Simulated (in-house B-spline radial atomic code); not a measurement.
RPA and G0W0 on B3LYP (VWN-RPA): the lithium ion Li⁺

Configuration 1s2, mean-field start B3LYP (VWN-RPA). Computed with a B-spline radial code for spherical atoms: all electrons, scalar-relativistic (spin-free one-electron X2C), finite nucleus, each spin shell either full or empty, empty states to l = 9 with an (l + 1/2)⁻⁴ tail; G0W0 by contour deformation at full frequency.

Command:
```bash
python run_gw.py task.json out
```
Settings (radii: box in bohr, nucleus in fm):
```
Z                        3
electrons                2
configuration            1s2
hamiltonian              x2c
method                   b3lyp
lmax                     9
rms_radius               2.444
spin_polarised           False
box_radius               23.78
intervals                73
ion_configuration        1s1
```

Cost of the run: 2 s on 1 thread of Arm Neoverse N1, with other jobs on the host.

Energies (hartree):

| term | value |
| --- | --- |
| mean-field total | -7.28686 |
| Hartree-Fock functional on these orbitals | -7.23599 |
| direct second order | -0.092284 |
| second-order exchange | 0.046142 |
| SOSEX correction | 0.042167 |

(1) What is the RPA correlation energy, and what remains with SOSEX?

Quasi-particle levels (eV):

| level | occupied | mean field | Σx - vxc | Σc | QP weight | G0W0 |
| --- | --- | --- | --- | --- | --- | --- |
| 1s | yes | -64.06 | -12.04 | ? | ? | ? |
| 2s | no | -7.058 | 2.06 | -0.11 | 0.998 | -5.112 |

G0W0 = mean field + (Σx - vxc) + Σc, with Σc (partial-wave tail included) taken at the quasi-particle energy.

(2) Where does G0W0 put 1s?

(3) What does it cost to remove one electron (to 1s1) by differences of total energies, each species on its own start (correlation terms add to the Hartree-Fock functional)?

Answers

(1) RPA gives -0.084334 hartree (-1.15 eV per electron); RPA + SOSEX gives -0.042167, and the second-order doubles -0.046141 hartree (no singles). SOSEX takes back 50 % of the RPA value, the self-correlation of each of the two electrons.

(2) At -75.18 eV, with Σc = 0.92 eV and a quasi-particle weight of 0.958. The tabulated removal energy is 75.640 eV (NIST, tabulated theory).

(3) B3LYP (VWN-RPA) 75.98 eV, Hartree-Fock functional 74.45 eV, + RPA 76.15 eV, + RPA + SOSEX 75.59 eV, + second order 75.70 eV. Tabulated: 75.640 eV (NIST, tabulated theory).
